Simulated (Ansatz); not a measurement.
Basis-set extrapolation for `C=C[Si@@H](O)O[Si@@H](C)O` (PBE0-D4/def2-TZVP geometry, frozen core, Ansatz). Multiplicity 1, RHF reference.

```json
{"": "HF", "def2-TZVPP": "-922.276226", "def2-QZVPP": "-922.312077"}
{"": "MP2 correlation", "def2-TZVPP": "-1.447828", "def2-QZVPP": "-1.557422"}
{"": "CCSD(T) correlation", "def2-TZVPP": "-1.561662", "def2-QZVPP": "not run"}
```

Energies in hartree. Use E(X) = E(∞) + A·exp(−7.88·√X) for Hartree–Fock and E(X) = E(∞) + B·X^(−2.97) for correlation, with X = 3 and 4, and add CCSD(T) minus MP2 of the smaller set to the MP2 limit.

What is the CCSD(T) energy at the basis-set limit?

HF limit: -922.312077 + (-0.035851) × 0.13774 = -922.31702. MP2 limit: -1.557422 + (-0.109594) × 0.74074 = -1.63860. Higher-order term: -1.561662 − (-1.447828) = -0.11383. Total: -924.06945 hartree, 608.0 kJ/mol below CCSD(T)/def2-TZVPP.
